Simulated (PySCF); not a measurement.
Si(H)(SiH3) (H4Si2), SMILES [SiH3][SiH] (connectivity only; charge and spin as stated), neutral, multiplicity 1.

Geometry: PBE0-D3(BJ)/def2-TZVP. The isomer is the one that the SMILES or the coordinates give; other isomers of the formula were not compared.

Two levels are set side by side: PBE/def2-TZVPD (PySCF) and HF/def2-TZVPD (PySCF). Same geometry, gas phase. Differences are taken from unrounded values.

```csv
quantity,HF,PBE,PBE minus HF
orbital gap (eV),8.68,1.46,-7.22
highest occupied level (eV),-8.82,-5.71,3.11
lowest empty level (eV),-0.14,-4.25,-4.11
dipole moment (D),0.22,0.20,-0.02
mean polarisability (bohr³),64.8,70.7,5.9
```

PBE's occupied levels lie high since its potential decays too fast outside the molecule; exact exchange lowers them and widens the gap. Loosely held outer electrons make PBE densities more polarisable. Differences between two approximate levels are no errors against the true value.

Rough cost on one machine, each run with all the roots and properties that it gave: HF against PBE about 1/4.
